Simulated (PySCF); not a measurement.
Compound: C₉H₈.
InChI=1S/C9H8/c1-2-6-9(5-1)7-3-4-8-9/h1-8H

Method used: PBE0-D3(BJ)/def2-SVP geometry optimisation, gas phase in PySCF.

Masses are those of the commonest isotopes; rigid-rotor values at the optimised geometry. 

(1) What are A, B and C (cm⁻¹)?

(2) What kind of rotor is it?

Results:

(1) Ia = 119.47, Ib = 380.71, Ic = 380.73 u·Å²; 505379 MHz·u·Å²/I gives 4230, 1327 and 1327 MHz, that is A = 0.14111, B = 0.04428, C = 0.04428 cm⁻¹.

(2) A prolate symmetric top, as the point group D2d requires two equal moments. Ray's parameter κ = (2B − A − C)/(A − C) = -1.000; −1 is the prolate and +1 the oblate limit.

The point group D2d allows no dipole (computed: 0.00 D), so a rigid rotor has no electric-dipole lines.

Q: Estimate the classical rotational partition function at 25 K, 100 K and 298.15 K.

A: Point group D2d, symmetry number σ = 4; q = (√π/σ)·√((kT/h)³/(ABC)), k/h = 20836.6 MHz/K: 1930 at 25 K, 15400 at 100 K, 79500 at 298.15 K.

PBE0-D3(BJ)/def2-SVP frequencies: not computed here. These are rigid-rotor constants of the computed structure; measured ground-state constants (B0) also hold zero-point vibration.
